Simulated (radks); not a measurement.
Q: Radial electron density D(r) = 4 pi r^2 rho(r) of an atom or ion with 18 electrons. Method: non-relativistic Kohn-Sham, OLYP, spin-polarised, spherical densities, point nucleus; computed with a radial shooting solver on a logarithmic mesh with Libxc functionals.

```
   r/bohr * D(r) (the largest magnitude, 26.2, reaches the edge; | marks zero)
 0.002688 |*
 0.003389 | *
 0.004274 | *
  0.00539 |   *
 0.006853 |     *
 0.008642 |       *
   0.0109 |           *
  0.01385 |                *
  0.01747 |                       *
  0.02204 |                              *
  0.02779 |                                      *
  0.03533 |                                              *
  0.04455 |                                                  *
  0.05618 |                                                  *
  0.07085 |                                               *
  0.09007 |                                         *
   0.1136 |                                     *
   0.1433 |                                        *
   0.1807 |                                                *
   0.2297 |                                                      *
   0.2896 |                                                  *
   0.3653 |                                    *
   0.4643 |                    *
   0.5856 |             *
   0.7385 |               *
   0.9314 |                 *
    1.184 |              *
    1.493 |       *
    1.883 |  *
    2.375 |*
    3.019 *
    3.807 *
```

What is the nuclear charge?

A: Z = 21. The innermost maximum, from 1s, lies near 1/Z = 0.0476 bohr (found: 0.0510), and its height grows with Z. The density is that of the scandium ion Sc3+ in [Ar]; the configuration itself is not fixed sharply by these data, and Z only to about a unit. D(r) has 3 maxima, at r = 0.0510, 0.241, 0.924 bohr, and minima at 0.116, 0.609 bohr, inside which lie 2.15, 10.33 electrons.
